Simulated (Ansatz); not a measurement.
`F[SiH](Cl)[O][GeH3]` + HCl → `Cl[SiH](Cl)[O][GeH3]` + H–F at 400 K and 1 bar (ligand exchange at the Si–F bond).

Isolated molecules relaxed with PBE0-D4/def2-TZVP in Ansatz; ΔE leaves out vibrations. CBS: MP2 limit from def2 TZ/QZ plus the TZ coupled-cluster correction, frozen cores. This one scheme is used for every species. For Ge outer-core shells are correlated without core-valence functions, which leaves a few kJ/mol of doubt a bond. Scalar relativity is left out up to krypton. Each species was taken in one conformer, which may not be the lowest.

```tsv
species	CCSD(T)/CBS energy (Eh)	H − E (kJ/mol)	S (J/(mol·K))
`F[SiH](Cl)[O][GeH3]`	-3002.53092	146.1	426.1
HCl	-460.38127	29.6	195.4
`Cl[SiH](Cl)[O][GeH3]`	-3362.49847	144.0	441.3
H–F	-100.39570	36.5	182.2
```

H − E and S are ideal-gas, rigid-rotor, harmonic terms from PBE0-D4/def2-TZVP, for one conformer and one mirror image of each species. 1 Eh = 2625.50 kJ/mol, R = 8.31446 J/(mol·K).

Question: By hand: ΔE, ΔH, ΔS and ΔG.

Answer: ΔE = (-3362.49847) + (-100.39570) − (-3002.53092) − (-460.38127) = 0.01802 Eh = 47.3 kJ/mol. Δ(H − E) = 144.0 + 36.5 − 146.1 − 29.6 = 4.8, so ΔH = 52.1 kJ/mol. ΔS = 441.3 + 182.2 − 426.1 − 195.4 = 2.0 J/(mol·K). ΔG = 52.1 − 400 × (2.0)/1000 = 51.3 kJ/mol.

Question: By hand: the equilibrium constant, and the temperature at which ΔG would vanish if ΔH and ΔS stayed fixed.

Answer: log₁₀ K = −ΔG/(RT ln 10) = -6.7. ΔG = 0 at ΔH/ΔS = 26050 K, far beyond where these terms or the molecules hold.

The number of gas molecules stays the same, so ΔS is small and ΔH decides. A doubt of 5 kJ/mol in ΔE shifts log₁₀ K by 0.7 here. Other conformers and mirror images would add mixing entropy, several J/(mol·K) or more a flexible species. Modes under 60 cm⁻¹, often nearly free rotors, make the harmonic entropy too high. These are equilibria of isolated gas molecules and say nothing of rates. Largest T1 diagnostic: 0.011 (customary marks: 0.02 for closed shells, 0.045 for open ones).
